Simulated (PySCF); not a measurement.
# Spinor energies of S⁻ (sulfur, charge -1)

Start: [Ne] 3s2 3p5; 3p1/2 filled at m_j = -1/2, +1/2; 3p3/2 filled at m_j = -1/2, +1/2, +3/2. Calculated with PySCF 2.14 in x2c-SVPall-2c with one added diffuse shell each of s, p type (5s5p1d, 25 functions): generalised Hartree-Fock with the X2C-1e Hamiltonian and a Gaussian nucleus; one run each with spin-orbit coupling (SO) switched off, then screened by Boettger's factors.

```csv
spinor shell,electrons,"ε, spin-free (eV)","ε, screened SO (eV)",weight of nominal j (screened SO),"rms radius, screened SO (bohr)"
1s1/2,2,-2501.2,-2501.2,1.000,0.112
2s1/2,2,-237.30,-237.29,1.000,0.517
2p1/2,2,-172.96,-173.96,0.992,0.489
3s1/2,2,-15.842,-15.835,1.000,1.93
3p1/2,2,-2.972,-2.961,0.653,2.60
3p3/2,3,-2.972,-2.980,0.768,2.58
```

Problem. Where does 2p3/2 lie, and what is the 2p spin-orbit splitting (screened SO)?

Solution. At -172.45 eV, 1.505 eV above 2p1/2.

| quantity | spin-free | screened SO |
| --- | --- | --- |
| E (hartree) | -398.47211 | -398.47327 |
| M_J | 3/2 | 3/2 |
| ⟨J²⟩ | 3.768 | 3.768 |
| ⟨L²⟩ | 2.008 | 2.008 |
| ⟨S²⟩ | 0.759 | 0.759 |

Each row is a mean over spinors that exchange with the open shell spreads, by up to 2.895 eV (3s1/2).

Rows whose weight is well below 1 are mixtures of j = l ± 1/2: exchange outweighs spin-orbit coupling there, and the label is only the starting occupation.

Without spin-orbit coupling the j labels of p, d and f shells carry no meaning; the spin-free column gives the mean over the occupied spinors of each nl shell.
